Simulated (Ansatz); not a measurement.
`C#[C][In]([CH3])[CH3]`, relaxed with RKS PBE0-D4/def2-TZVP in Ansatz from a GFN2-xTB geometry. The force threshold is 0.005 eV/Å; the program also tests the step.

Charge 0, multiplicity 1. In takes the def2 core potential.

Start:

```xyz
12

C     2.394    2.096   -0.923
C     1.519    1.338   -0.584
In   -0.045   -0.032    0.017
C    -0.947   -1.322   -1.569
C    -0.625   -0.054    2.174
H     3.160    2.763   -1.217
H    -1.764   -0.788   -2.055
H    -1.336   -2.233   -1.116
H    -0.196   -1.575   -2.316
H    -0.429    0.915    2.630
H    -0.046   -0.815    2.697
H    -1.685   -0.293    2.262
```

(1) By how much does the energy fall, and how many steps does the optimiser take? (An estimate is asked.)

(2) Which bonds change most? (Best estimate.)

(3) Give the relaxed structure. (Estimate.)

Answers

(1) Computed: 2.60 kcal/mol, in 35 steps, 9 of them rejected.

(2) Ansatz gave: In3–C4 from 2.234 to 2.145 Å; In3–C5 from 2.234 to 2.145 Å; C2–In3 from 2.164 to 2.117 Å; C1–H6 from 1.057 to 1.066 Å.

(3) Computed: 
```xyz
12

C     2.316    2.011   -0.884
C     1.437    1.249   -0.548
In   -0.099   -0.085    0.038
C    -0.958   -1.247   -1.547
C    -0.570   -0.080    2.130
H     3.090    2.683   -1.179
H    -1.436   -0.578   -2.266
H    -1.697   -1.959   -1.179
H    -0.168   -1.787   -2.071
H    -0.785    0.941    2.452
H     0.296   -0.431    2.695
H    -1.425   -0.716    2.359
```
